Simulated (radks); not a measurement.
The numbers below are computed, except where a source is named.
Coherent X-ray form factor from a spherical all-electron density. Level of theory: scalar-relativistic Kohn-Sham, BLYP, spin-polarised, spherical densities, point nucleus (a radial shooting solver on a logarithmic mesh with Libxc functionals).

| sin(theta)/lambda (1/angstrom) | f0 (electrons) |
|---|---|
| 0.05 | 66.731 |
| 0.1 | 63.844 |
| 0.15 | 60.510 |
| 0.2 | 57.068 |
| 0.25 | 53.591 |
| 0.3 | 50.184 |
| 0.4 | 43.965 |
| 0.5 | 38.741 |
| 0.6 | 34.376 |
| 0.8 | 27.508 |
| 1 | 22.581 |
| 1.25 | 18.576 |
| 1.5 | 16.072 |
| 2 | 12.568 |

The species is in the configuration that NIST lists as its ground one. Which atom or ion scatters so?

Answer. Neutral erbium, [Xe] 4f12 6s2. Extrapolating in s^2 from the first two rows gives f0(0) = 67.7, near the electron count 68; among species with that count, the fall with angle is slower the higher Z, and the table is that of Z = 68; from so few rows the species is fixed only to a neighbour or two.
